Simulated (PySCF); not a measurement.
1,3-thiazole-2-carbaldehyde (C4H3NOS), SMILES O=Cc1nccs1. Atoms are numbered in the order given.

```xyz
10

O     -0.3026    -2.6106     0.0000
C      0.6074    -1.8215     0.0000
C      0.4244    -0.3621     0.0000
N      1.4026     0.5027     0.0000
C      0.9244     1.7699     0.0000
C     -0.4480     1.8793     0.0000
S     -1.1684     0.3308     0.0000
H      1.6817    -2.1245     0.0000
H      1.6140     2.6159     0.0000
H     -1.0487     2.7880     0.0000
```
Charge 0, spin multiplicity 1.

Coordinates come from a PBE0-D3(BJ)/def2-SVP optimisation. Other conformers were not sampled.

Method: PBE/pcSseg-1 (PySCF).

GIAO shieldings, no solvent; atoms alike by connectivity are averaged. δ = σ(ref) − σ: ¹⁷O against H2O (σ = 334.3 ppm); ¹³C against TMS (σ = 182.0 ppm); ¹⁵N against NH3 (σ = 267.0 ppm); ³³S against H2S (σ = 706.5 ppm); ¹H against TMS (σ = 31.49 ppm), references at their B3LYP-D3(BJ)/def2-TZVP geometries, non-relativistic.

```json
[
 {"atoms": "O1", "nucleus": "¹⁷O", "count": "1", "δ (ppm)": "653.7"},
 {"atoms": "C2", "nucleus": "¹³C", "count": "1", "δ (ppm)": "185.3"},
 {"atoms": "C3", "nucleus": "¹³C", "count": "1", "δ (ppm)": "(withheld)"},
 {"atoms": "C5", "nucleus": "¹³C", "count": "1", "δ (ppm)": "150.2"},
 {"atoms": "C6", "nucleus": "¹³C", "count": "1", "δ (ppm)": "(withheld)"},
 {"atoms": "N4", "nucleus": "¹⁵N", "count": "1", "δ (ppm)": "378.0"},
 {"atoms": "S7", "nucleus": "³³S", "count": "1", "δ (ppm)": "507.1"},
 {"atoms": "H8", "nucleus": "¹H", "count": "1", "δ (ppm)": "(withheld)"},
 {"atoms": "H9", "nucleus": "¹H", "count": "1", "δ (ppm)": "(withheld)"},
 {"atoms": "H10", "nucleus": "¹H", "count": "1", "δ (ppm)": "(withheld)"}
]
```

Task: Fill in the missing entries. (An estimate is asked for; the answer gives what the named calculation found.)

Result: 
- C3, δ (ppm): 172.1
- H9, δ (ppm): 8.33
- H8, δ (ppm): 10.28
- C6, δ (ppm): 133.8
- H10, δ (ppm): 7.68
